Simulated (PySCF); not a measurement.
A side-by-side comparison of computed properties.

First species: C4H9F3Si2.
Atom-mapped SMILES: `[F:1][C:2]([F:3])([F:4])[CH2:5][CH:6]1[SiH2:7][CH2:8][SiH2:9]1` (hydrogens: H10, H11 on C5; H12 on C6; H13, H14 on Si7; H15, H16 on C8; H17, H18 on Si9)

Second species: C₄H₄FN.
SMILES: `F/C=C/[C@H]1C=N1`

Levels: B3LYP/def2-SVPD for dipole moment, HOMO energy, LUMO energy, HOMO–LUMO gap, static isotropic polarisability and electronic spatial extent ⟨r²⟩ about the centre of nuclear charge; TDDFT B3LYP/def2-SVPD for lowest singlet excitation; TDA B3LYP/def2-SVPD for lowest triplet excitation (Tamm–Dancoff); ΔSCF B3LYP/def2-SVPD for vertical ionisation energy; PBE0-D3(BJ)/def2-SVP for rotational constant A and rotational constant C. Geometries: PBE0-D3(BJ)/def2-SVP. All species are isolated and taken at one optimised geometry, non-relativistic unless stated; the electronic structure was computed with PySCF and density fitting.

Dipoles, sizes and rotational constants follow the conformer. The torsions of the flexible species, by atom-mapped SMILES:
- `[F:1][C:2]([F:3])([F:4])[CH2:5][CH:6]1[SiH2:7][CH2:8][SiH2:9]1`: F1–C2–C5–C6 62°, C2–C5–C6–Si7 176°
- `[F:1]/[CH:2]=[CH:3]/[C@H:4]1[CH:5]=[N:6]1`: C2–C3–C4–C5 -43°

Q: Which has the higher static isotropic polarisability?

A: The first: 101.8 au against 53.0 au, a difference of 48.8 au.

Q: Which has the higher T1 energy?

A: The first: 6.08 eV against 3.90 eV, a difference of 2.18 eV.

Q: Which has the higher vertical ionisation energy?

A: The first: 9.68 eV against 9.16 eV, a difference of 0.52 eV.

Q: Which has the higher HOMO energy?

A: The second: -6.82 eV against -7.74 eV, a difference of 0.92 eV.

Q: Which has the higher LUMO energy?

A: The first: -0.40 eV against -1.17 eV, a difference of 0.77 eV.

Q: Which has the higher S1 energy?

A: The first: 6.27 eV against 4.41 eV, a difference of 1.86 eV.

Q: Which has the higher dipole moment?

A: The second: 2.49 D against 2.38 D, a difference of 0.11 D.

Q: Which has the higher HOMO–LUMO gap?

A: The first: 7.34 eV against 5.65 eV, a difference of 1.69 eV.

On the first: S1 lies 1.07 eV below the HOMO–LUMO gap; its leading configuration is HOMO→LUMO, weight 0.98. The ΔSCF ionisation energy exceeds −ε(HOMO) by 1.94 eV with B3LYP.

On the second: The polarisability is 7.85 Å³ as a volume (1 au = 0.148185 Å³), or 1.20 au for each of the 44 electrons. No computed singlet falls in the visible range (750 to 380 nm, 1.65 to 3.26 eV); S1 lies 1.15 eV above its blue end.
